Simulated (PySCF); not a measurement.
Delta-SCF ions had no search for a lower state. Excitations are Tamm–Dancoff values on a coarser integration grid. The basis has no diffuse functions, so Rydberg states are missing or too high.

Cartesian coordinates (Å):
```xyz
11

C      1.9244    -0.7047     0.1376
Si     0.9782     0.7007     0.1314
N     -0.7028     0.7951    -0.0193
C     -1.6058    -0.3246    -0.1711
H      2.9997    -0.6060     0.2293
H      1.5465    -1.7152     0.0527
H      1.5260     2.0664     0.2598
H     -1.1467     1.6973     0.0231
H     -2.2746    -0.4308     0.6893
H     -1.0300    -1.2474    -0.2574
H     -2.2150    -0.2308    -1.0755
```
Charge 0, multiplicity 1.

Question: What brightest of the four lowest singlets (TDA), S1 oscillator strength, total energy, HOMO, T1 excitation (TDA), HOMO–LUMO gap, S1–T1 gap (TDA) and vertical ionisation energy (Delta-SCF) does PBE0-D3(BJ)/def2-TZVP run with PySCF give?

Answer: 
| Property | Result |
|---|---|
| brightest of the four lowest singlets (TDA) | 5.49 eV |
| S1 oscillator strength | 0.014 |
| total energy | -424.4153 Ha |
| HOMO | -5.60 eV |
| T1 excitation (TDA) | 3.20 eV |
| HOMO–LUMO gap | 5.69 eV |
| S1–T1 gap (TDA) | 1.84 eV |
| vertical ionisation energy (Delta-SCF) | 7.54 eV |
